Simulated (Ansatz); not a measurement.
# Molecular dynamics, step by step

SiNH5O2, closed shell, B3LYP-D4/def2-SVPD (Ansatz 0.2.0). Settings (timestep in fs, temperature in K; T counts 21 degrees of freedom):

```yaml
hamiltonian: {xc: {name: B3LYP}, dispersion: d4}
md: {n_steps: 60, timestep: 0.75, temperature: 100, ensemble: nve, seed: 932, initial_velocities: maxwell_boltzmann}
```

Start, the saddle point found with PBE0-D4 in triple zeta (not stationary at another level):

```json
{"atom": "Si1", "x (Å)": "-0.7462", "y (Å)": "-0.0673", "z (Å)": "0.0449"}
{"atom": "N2", "x (Å)": "0.9148", "y (Å)": "-0.9007", "z (Å)": "-0.1303"}
{"atom": "H3", "x (Å)": "-0.2371", "y (Å)": "-1.6021", "z (Å)": "0.1960"}
{"atom": "O4", "x (Å)": "-0.3209", "y (Å)": "0.9992", "z (Å)": "1.2492"}
{"atom": "O5", "x (Å)": "-1.0050", "y (Å)": "0.7665", "z (Å)": "-1.3545"}
{"atom": "H6", "x (Å)": "1.6556", "y (Å)": "-0.7727", "z (Å)": "0.5517"}
{"atom": "H7", "x (Å)": "1.2612", "y (Å)": "-1.1831", "z (Å)": "-1.0392"}
{"atom": "H8", "x (Å)": "-0.9923", "y (Å)": "1.1594", "z (Å)": "1.9144"}
{"atom": "H9", "x (Å)": "-0.5301", "y (Å)": "1.6008", "z (Å)": "-1.4321"}
```

| step | time (fs) | potential energy less the start (meV) | kinetic energy (meV) | T (K) |
| --- | --- | --- | --- | --- |
| 0 | 0.00 | 0.0 | 90.5 | 100 |
| 4 | 3.00 | -20.9 | 111.9 | 124 |
| 8 | 6.00 | -158.2 | 249.9 | 276 |
| 12 | 9.00 | -657.5 | 750.1 | 829 |
| 16 | 12.00 | -1720.7 | 1808.8 | 1999 |
| 20 | 15.00 | -2558.0 | 2640.9 | 2919 |
| 24 | 18.00 | -2385.9 | 2471.5 | 2732 |
| 28 | 21.00 | -1723.4 | 1812.3 | 2003 |
| 32 | 24.00 | -1189.8 | 1279.4 | 1414 |
| 36 | 27.00 | -921.6 | 1009.7 | 1116 |
| 40 | 30.00 | -639.3 | 726.8 | 803 |
| 44 | 33.00 | -927.1 | 1020.3 | 1128 |
| 48 | 36.00 | -2061.0 | 2140.5 | 2366 |
| 52 | 39.00 | -1786.5 | 1874.6 | 2072 |
| 56 | 42.00 | -1419.4 | 1510.2 | 1669 |
| 60 | 45.00 | -1618.9 | 1708.8 | 1889 |

Step 4, positions (Å) and forces (eV/Å):

| atom | x | y | z | Fx | Fy | Fz |
| --- | --- | --- | --- | --- | --- | --- |
| Si1 | -0.742 | -0.073 | 0.048 | 0.053 | -0.429 | -0.223 |
| N2 | 0.909 | -0.892 | -0.132 | 1.224 | 0.104 | 0.187 |
| H3 | -0.305 | -1.604 | 0.176 | -0.602 | -0.203 | 0.201 |
| O4 | -0.318 | 1.001 | 1.256 | -0.400 | 0.318 | 0.852 |
| O5 | -1.005 | 0.768 | -1.358 | -0.032 | 0.556 | -0.604 |
| H6 | 1.676 | -0.777 | 0.551 | -0.418 | -0.047 | -0.342 |
| H7 | 1.255 | -1.194 | -1.040 | 0.008 | 0.008 | -0.055 |
| H8 | -1.027 | 1.161 | 1.900 | 0.371 | 0.083 | -0.146 |
| H9 | -0.527 | 1.606 | -1.504 | -0.203 | -0.391 | 0.130 |

Step 12, positions (Å) and forces (eV/Å):

```json
{"atom": "Si1", "x": "-0.729", "y": "-0.088", "z": "0.052", "Fx": "3.135", "Fy": "-0.365", "Fz": "-0.919"}
{"atom": "N2", "x": "0.917", "y": "-0.872", "z": "-0.138", "Fx": "0.216", "Fy": "0.812", "Fz": "-0.201"}
{"atom": "H3", "x": "-0.672", "y": "-1.635", "z": "0.193", "Fx": "-2.209", "Fy": "0.584", "Fz": "0.249"}
{"atom": "O4", "x": "-0.319", "y": "1.005", "z": "1.279", "Fx": "-0.907", "Fy": "-0.578", "Fz": "0.063"}
{"atom": "O5", "x": "-1.008", "y": "0.774", "z": "-1.373", "Fx": "-0.880", "Fy": "-0.907", "Fz": "0.344"}
{"atom": "H6", "x": "1.675", "y": "-0.784", "z": "0.519", "Fx": "0.297", "Fy": "0.181", "Fz": "0.212"}
{"atom": "H7", "x": "1.235", "y": "-1.207", "z": "-1.035", "Fx": "0.086", "Fy": "-0.078", "Fz": "-0.232"}
{"atom": "H8", "x": "-1.046", "y": "1.203", "z": "1.880", "Fx": "0.074", "Fy": "0.253", "Fz": "0.206"}
{"atom": "H9", "x": "-0.536", "y": "1.575", "z": "-1.615", "Fx": "0.188", "Fy": "0.098", "Fz": "0.279"}
```

Step 28, positions (Å) and forces (eV/Å):

```
atom       x       y       z      Fx      Fy      Fz
 Si1  -0.615  -0.133   0.034  -4.057   2.520   0.690
  N2   0.930  -0.789  -0.163   0.450  -0.399   0.245
  H3  -2.441  -0.595   0.279   3.188  -0.140  -0.234
  O4  -0.373   0.975   1.322   0.504  -0.718  -0.397
  O5  -1.061   0.735  -1.375   0.728  -0.158   0.483
  H6   1.691  -0.670   0.509  -0.505  -0.178  -0.190
  H7   1.205  -1.245  -1.021   0.067  -0.115  -0.022
  H8  -1.010   1.416   1.896  -0.121  -0.438  -0.465
  H9  -0.440   1.465  -1.555  -0.254  -0.374  -0.109
```

Last step (60):

```tsv
atom	x (Å)	y (Å)	z (Å)
Si1	-0.6795	0.0147	0.0426
N2	0.9401	-0.7343	-0.1975
H3	-2.0899	-1.2592	0.5278
O4	-0.2978	0.8689	1.4308
O5	-1.0226	0.6616	-1.4514
H6	1.4352	-0.9259	0.6621
H7	1.1504	-1.4672	-0.8561
H8	-1.1707	1.2021	1.7433
H9	-0.4664	0.7894	-2.2336
```

Hardware: 4 CPU threads of an Intel Xeon, shared host. Wall time about 2.3 min.
